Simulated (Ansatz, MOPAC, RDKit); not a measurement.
Species: SiBr2F2 (charge 0, singlet). SMILES: F[Si](F)(Br)Br

Atoms: F1, Si2, F3, Br4, Br5. Bonds: F1-Si2, Si2-F3, Si2-Br4, Si2-Br5.

Bond lengths (Å) and angles (degrees) optimised at UFF with RDKit; PM7 with MOPAC; MNDO with MOPAC; MP2/6-31G* with LANL2DZ past Ar with Ansatz (a first-principles code), each started from the B3LYP-D3(BJ)/def2-TZVP structure (Ansatz) of the last column. A row stands for all coordinates that are equal there. 6-31G* holds six Cartesian d functions. No wavenumbers were computed at UFF, MNDO, MP2/6-31G* with LANL2DZ past Ar, so these may be saddle points.

```csv
coordinate,UFF,PM7,MNDO,MP2/6-31G* with LANL2DZ past Ar,B3LYP-D3(BJ)/def2-TZVP
F1-Si2,1.686,1.563,1.578,1.594,1.579
Si2-Br4,2.255,2.163,2.221,2.200,2.187
F1-Si2-F3,109.5,105.8,103.4,107.9,107.4
F1-Si2-Br4,109.5,109.4,111.7,108.8,109.2
Br4-Si2-Br5,109.5,113.2,106.8,113.6,112.6
```

Mean signed difference of all 4 bond lengths from B3LYP-D3(BJ)/def2-TZVP: UFF 0.088 Å, PM7 -0.020 Å, MNDO 0.017 Å, MP2/6-31G* with LANL2DZ past Ar 0.014 Å.
